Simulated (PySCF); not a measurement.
Al(Cl)(Me)(NCO) (C2H3AlClNO), SMILES [CH3][Al]([Cl])[N]=C=O. Atoms are numbered in the order given.

```xyz
9

Al    -0.3667     0.5095    -0.3225
Cl    -2.1281    -0.6563    -0.2705
C     -0.3107     2.2905    -1.0911
H      0.4673     2.3499    -1.8806
H     -0.0394     3.0373    -0.3155
H     -1.2820     2.5870    -1.5331
N      1.0867    -0.2403     0.3916
C      2.0408    -0.8006     0.8900
O      2.9765    -1.3373     1.3732
```

Geometry optimised at PBE-D3(BJ)/def2-SVP. The structure was generated by enumeration; whether it is a known compound was not checked. Other conformers were not sampled.

Method: PySCF with PBE0/pcSseg-1.

GIAO shieldings, no solvent; atoms alike by connectivity are averaged. δ = σ(ref) − σ: ³⁵Cl against HCl (σ = 945.9 ppm); ¹³C against TMS (σ = 186.3 ppm); ¹H against TMS (σ = 31.56 ppm); ¹⁵N against NH3 (σ = 267.4 ppm); ¹⁷O against H2O (σ = 334.2 ppm), references at their B3LYP-D3(BJ)/def2-TZVP geometries, non-relativistic (without spin–orbit terms, shifts of atoms bonded to Cl or Br come out too high).

Computed chemical shifts:
```
nucleus       atoms  count  δ (ppm)
-------  ----------  -----  -------
³⁵Cl            Cl2      1     39.9
¹³C              C8      1    132.4
¹³C              C3      1     -8.0
¹H       H4, H5, H6      3     0.42
¹⁵N              N7      1     65.6
¹⁷O              O9      1    148.2
```
